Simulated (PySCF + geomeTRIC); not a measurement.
Species: [Zn(OH)2] (charge 0, multiplicity 1).

Problem. Give a relaxed geometry from BP86-D3(BJ)/def2-SVP in PySCF + geomeTRIC.

Solution. This is not unique; one that fits is the end point of this relaxation, one of several conformers.
Cartesian coordinates (Å) in one orientation:
```xyz
5

Zn     0.287     0.003     0.167
O     -0.708     0.122    -1.303
H     -0.382    -0.480    -1.999
O      1.100    -0.132     1.743
H      1.798     0.543     1.838
```
